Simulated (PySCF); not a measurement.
PBE on I (iodine, neutral), [Kr] 4d10 5s1 5p5 5d1, one real determinant (an excited configuration). Calculation: PySCF 2.14, in aug-cc-pVTZ-PP with ECP28MDF (6s5p4d2f, 55 functions); a scalar-relativistic core potential.

```
cycle= 1 E= -294.960880702082  delta_E= -0.00877  |g|= 0.0231  |ddm|= 0.818
cycle= 2 E= -294.961029035621  delta_E= -0.000148  |g|= 0.0127  |ddm|= 0.251
cycle= 3 E= -294.961122157815  delta_E= -9.31e-05  |g|= 0.00478  |ddm|= 0.0529
cycle= 4 E= -294.961127648371  delta_E= -5.49e-06  |g|= 0.000227  |ddm|= 0.00878
cycle= 5 E= -294.961127674712  delta_E= -2.63e-08  |g|= 3.39e-05  |ddm|= 0.00212
cycle= 6 E= -294.961127673079  delta_E= 1.63e-09  |g|= 1.38e-05  |ddm|= 0.000876
cycle= 7 E= -294.961127673174  delta_E= -9.6e-11  |g|= 3.92e-07  |ddm|= 9.97e-05
converged SCF energy = -294.961127673174  <S^2> = 3.7521594  2S+1 = 4.0010795
```

Highest occupied orbital energy: 0.213 eV; ⟨L²⟩ = 7.94; populations by l: s 3.01, p 11.00, d 10.99, f 0.00.

Q: Can this result be used?

A: Not for this state. Self-consistency was reached. ⟨L²⟩ = 7.94 against 12 for a pure F term, so this real determinant mixes terms. Energies and moments cover only the electrons outside the core potential. The outer electron is Rydberg-like, and this basis confines it to a smaller radius and binds it less than a complete one would. At PBE the highest occupied level has a positive energy, so only the finite basis holds that electron; for this excited configuration the basis is too tight for the outer shell.
